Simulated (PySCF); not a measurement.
1,1-dimethylcyclopropane (C5H10), SMILES C1CC1(C)C. Atoms are numbered in the order given.

```xyz
15

C      0.0000     1.2696    -0.9676
C      0.0000     0.0000    -0.1500
C      0.0000    -1.2696    -0.9676
C     -0.7517     0.0000     1.1520
C      0.7517     0.0000     1.1520
H     -0.8902     1.3224    -1.6159
H      0.0000     2.1629    -0.3247
H      0.8902     1.3224    -1.6159
H      0.0000    -2.1629    -0.3247
H     -0.8902    -1.3224    -1.6159
H      0.8902    -1.3224    -1.6159
H     -1.2672    -0.9177     1.4499
H     -1.2672     0.9177     1.4499
H      1.2672    -0.9177     1.4499
H      1.2672     0.9177     1.4499
```
Charge 0, spin multiplicity 1.

The structure is a stationary point at PBE0-D3(BJ)/def2-SVP.

Method: ωB97X/def2-TZVP in PySCF.

ESP charges are fitted to the potential on shells at 1.4 to 2.0 van der Waals radii. Atomic charges (e):

```csv
atom,Löwdin,ESP fit,Mulliken,meta-Löwdin
C1,-0.26,-0.82,…,-0.32
C2,-0.32,0.64,…,0.06
C3,-0.26,-0.82,…,-0.32
C4,-0.21,-0.40,-0.25,-0.24
C5,-0.21,-0.40,-0.25,-0.24
H6,0.12,0.20,0.11,0.10
H7,0.13,0.21,0.11,0.10
H8,0.12,0.20,0.11,0.10
H9,0.13,0.21,0.11,0.10
H10,0.12,0.20,0.11,0.10
H11,0.12,0.20,0.11,0.10
H12,0.13,0.15,…,0.11
H13,0.13,0.15,…,0.11
H14,0.13,0.15,…,0.11
H15,0.13,0.15,…,0.11
```

Fill in the missing entries. (The exact figures need the calculation; the answer reports its results.)


- C1, Mulliken: -0.35
- C2, Mulliken: 0.10
- C3, Mulliken: -0.35
- H12, Mulliken: 0.11
- H13, Mulliken: 0.11
- H14, Mulliken: 0.11
- H15, Mulliken: 0.11

Computed Mayer and Wiberg (Löwdin basis) orders of the bonds:
```tsv
bond	Mayer	Wiberg
C1–C2	0.97	1.20
C2–C3	0.97	1.20
C2–C4	0.93	1.17
C2–C5	0.93	1.17
C4–C5	0.94	1.27
C1–H6	0.98	0.90
C1–H7	0.97	0.89
C1–H8	0.98	0.90
C3–H9	0.97	0.89
C3–H10	0.98	0.90
C3–H11	0.98	0.90
C4–H12	0.98	0.87
C4–H13	0.98	0.87
C5–H14	0.98	0.87
C5–H15	0.98	0.87
```
